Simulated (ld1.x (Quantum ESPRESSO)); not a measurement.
## Pseudopotential generation for Sm: PAW, PBEsol, scalar-relativistic.

- Element: Sm (Z = 62)
- Generator: ld1.x (Quantum ESPRESSO) 7.5
- Type: PAW
- Functional: PBEsol
- Relativity: scalar-relativistic
- Frozen core: [Kr] 4d10 4f6
- Valence charge: 10
- Reference configuration: 5s2 5p6 5d0 6s2 6p0
- Partial waves: 5s (bound): rcut 2.05, rcutus 2.75 bohr; 6s (bound): rcut 2.05, rcutus 2.75 bohr; 5p (bound): rcut 2.65, rcutus 2.80 bohr; 6p (bound, empty): rcut 2.65, rcutus 2.80 bohr; 5d (bound, empty): rcut 3.10, rcutus 3.90 bohr; 5d channel at 1.65 Ry: rcut 3.10, rcutus 3.90 bohr
- Local potential: all-electron potential smoothed inside 2.25 bohr (lloc = -2)
- Core correction: Bessel-smoothed model core, default radius (core density twice the valence density)
- Augmentation charge: BG, radius 2.20 bohr

All-electron outer shells of the reference configuration (PBEsol, scalar-relativistic, ld1.x):

```json
{"shell": "4d", "level (eV)": "-128.69", "outermost node (bohr)": "0.28", "outermost maximum (bohr)": "0.59"}
{"shell": "5s", "level (eV)": "-43.30", "outermost node (bohr)": "0.69", "outermost maximum (bohr)": "1.27"}
{"shell": "5p", "level (eV)": "-23.25", "outermost node (bohr)": "0.74", "outermost maximum (bohr)": "1.43"}
{"shell": "6s", "level (eV)": "-3.60", "outermost node (bohr)": "1.70", "outermost maximum (bohr)": "3.66"}
{"shell": "4f", "level (eV)": "-2.51", "outermost node (bohr)": "–", "outermost maximum (bohr)": "0.61"}
{"shell": "5d", "level (eV)": "-1.70", "outermost node (bohr)": "0.84", "outermost maximum (bohr)": "2.17"}
{"shell": "6p", "level (eV)": "-1.19", "outermost node (bohr)": "2.06", "outermost maximum (bohr)": "4.94"}
```

Does the generator finish with these settings?

Yes, a potential is produced and its reference levels are reproduced.

Is the overlap operator S = 1 + Σ q|β⟩⟨β| positive definite (Bessel basis up to 400 Ry)?

No: its lowest eigenvalue is -16.559, in the s channel, so the generalised eigenproblem breaks down once the basis is large enough.

Test run stopped at test 1 of 7 (negative norm?).

The ghost test of this file was not conclusive. Its overlap operator is not positive definite in a basis up to 400 Ry (lowest eigenvalue s -16.56), so the file is unfit for use: the generalised eigenproblem breaks down once the basis is large enough, and its test numbers describe a broken file.
